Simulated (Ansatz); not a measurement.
Ansatz results at the PBE0-D4/def2-TZVP geometry: HOMO energy (B3LYP/def2-TZVPP) -7.81 eV; HOMO–LUMO gap (PBE0/def2-TZVPP) 7.05 eV; HOMO energy (ωB97M-V/def2-TZVPP) -10.44 eV.

Each molecule was computed in one conformer, which needn't be the lowest.

(1) Which molecule gave them?
A. `C[N](C)[GaH][Br]`
B. `[NH2][Ga]([Cl])[Cl]`
C. `[F][Ga]([F])[SH]`
D. `[OH][Ga]([SH])[SH]`

Results:

(1) B. The others give `[F][Ga]([F])[SH]`: -8.37, 6.96, -10.81; `[OH][Ga]([SH])[SH]`: -7.40, 6.80, -9.83; `C[N](C)[GaH][Br]`: -6.44, 5.76, -8.89.

B3LYP here is the variant with VWN-RPA as its local correlation; programs differ in this.
